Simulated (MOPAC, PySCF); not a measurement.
H₈N₄Si, SMILES `[Si](N)(N)(N)N`, neutral singlet in the gas phase. 

Cartesian coordinates (Å):
SMILES: N[Si](N)(N)N
```xyz
13

N      1.0783     1.3210     0.1643
Si     0.0000     0.0000     0.0000
N      0.8028    -1.4896    -0.2673
N     -0.9804     0.4778    -1.3211
N     -0.9007    -0.3093     1.4241
H      0.7466     2.2698     0.1190
H      1.9220     1.2421     0.7062
H      1.2299    -1.7010    -1.1531
H      1.2406    -1.9860     0.4904
H     -0.5750     0.8843    -2.1472
H     -1.8534     0.0181    -1.5166
H     -1.2984     0.4407     1.9635
H     -1.4122    -1.1681     1.5379
```
Charge 0, spin multiplicity 1.

All levels are single points at this geometry (CAM-B3LYP-D3(BJ)/def2-TZVP); Pople sets use spherical d functions. Orbital energies aren't observables, and empty levels follow the basis.

```json
[
 {"level": "CAM-B3LYP-D3(BJ)/def2-TZVP in PySCF", "HOMO (eV)": "-8.06", "LUMO (eV)": "1.62", "gap (eV)": "9.68", "dipole (D)": "0.00", "vertical IE, Delta-SCF (eV)": "–"},
 {"level": "TPSSh-D3(BJ)/def2-TZVP in PySCF", "HOMO (eV)": "-5.79", "LUMO (eV)": "0.63", "gap (eV)": "6.42", "dipole (D)": "0.00", "vertical IE, Delta-SCF (eV)": "–"},
 {"level": "B3LYP/3-21G in PySCF", "HOMO (eV)": "-5.40", "LUMO (eV)": "2.72", "gap (eV)": "8.11", "dipole (D)": "0.00", "vertical IE, Delta-SCF (eV)": "–"},
 {"level": "B3LYP/6-31G* in PySCF", "HOMO (eV)": "-5.84", "LUMO (eV)": "1.89", "gap (eV)": "7.74", "dipole (D)": "0.00", "vertical IE, Delta-SCF (eV)": "8.10"},
 {"level": "BP86/6-31G* in PySCF", "HOMO (eV)": "-4.70", "LUMO (eV)": "1.32", "gap (eV)": "6.02", "dipole (D)": "0.00", "vertical IE, Delta-SCF (eV)": "–"},
 {"level": "M06-2X/6-31G* in PySCF", "HOMO (eV)": "-7.63", "LUMO (eV)": "3.05", "gap (eV)": "10.68", "dipole (D)": "0.00", "vertical IE, Delta-SCF (eV)": "–"},
 {"level": "SVWN5/6-31G* in PySCF", "HOMO (eV)": "-4.68", "LUMO (eV)": "1.17", "gap (eV)": "5.84", "dipole (D)": "0.00", "vertical IE, Delta-SCF (eV)": "7.71"},
 {"level": "HF/3-21G in PySCF", "HOMO (eV)": "-9.82", "LUMO (eV)": "6.82", "gap (eV)": "16.64", "dipole (D)": "0.00", "vertical IE, Delta-SCF (eV)": "–"},
 {"level": "HF/6-31G* in PySCF", "HOMO (eV)": "-9.95", "LUMO (eV)": "5.59", "gap (eV)": "15.53", "dipole (D)": "0.00", "vertical IE, Delta-SCF (eV)": "8.96"},
 {"level": "HF/STO-3G in PySCF", "HOMO (eV)": "-8.01", "LUMO (eV)": "13.79", "gap (eV)": "21.81", "dipole (D)": "0.00", "vertical IE, Delta-SCF (eV)": "–"},
 {"level": "AM1 in MOPAC", "HOMO (eV)": "-9.48", "LUMO (eV)": "2.82", "gap (eV)": "12.30", "dipole (D)": "0.00", "vertical IE, Delta-SCF (eV)": "–"},
 {"level": "PM3 in MOPAC", "HOMO (eV)": "-8.31", "LUMO (eV)": "1.23", "gap (eV)": "9.54", "dipole (D)": "0.00", "vertical IE, Delta-SCF (eV)": "–"},
 {"level": "PM6 in MOPAC", "HOMO (eV)": "-8.88", "LUMO (eV)": "1.75", "gap (eV)": "10.63", "dipole (D)": "0.00", "vertical IE, Delta-SCF (eV)": "–"}
]
```
